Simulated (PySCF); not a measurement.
A calculated (revPBE, PySCF 2.14, x2c-TZVPPall, the spin-free X2C one-electron Hamiltonian (Gaussian nucleus)) atom or ion has these occupied shells.

| shell | electrons | orbital energy (eV) | rms radius, mean of both spins (bohr) |
| --- | --- | --- | --- |
| 1s α | 1 | -53527.1 | 0.0240 |
| 1s β | 1 | -53527.1 | 0.0240 |
| 2s α | 1 | -8925.5 | 0.0971 |
| 2s β | 1 | -8925.5 | 0.0971 |
| 2p α | 3 | -7937.4 | 0.0874 |
| 2p β | 3 | -7937.4 | 0.0874 |
| 3s α | 1 | -1998.3 | 0.251 |
| 3s β | 1 | -1996.7 | 0.251 |
| 3p α | 3 | -1693.6 | 0.251 |
| 3p β | 3 | -1692.1 | 0.251 |
| 3d α | 5 | -1293.8 | 0.230 |
| 3d β | 5 | -1292.6 | 0.230 |
| 4s α | 1 | -407.31 | 0.563 |
| 4s β | 1 | -403.78 | 0.563 |
| 4p α | 3 | -306.66 | 0.599 |
| 4p β | 3 | -303.15 | 0.599 |
| 4d α | 5 | -167.64 | 0.658 |
| 4d β | 5 | -164.16 | 0.658 |
| 5s α | 1 | -63.374 | 1.38 |
| 5s β | 1 | -61.549 | 1.38 |
| 5p α | 3 | -39.746 | 1.64 |
| 5p β | 3 | -38.426 | 1.64 |
| 4f α | 7 | -17.950 | 0.992 |
| 4f β | 3 | -15.617 | 0.992 |

Name the element and its charge.

Dy²⁺ (dysprosium, charge +2), in [Xe] 4f10, one real determinant.
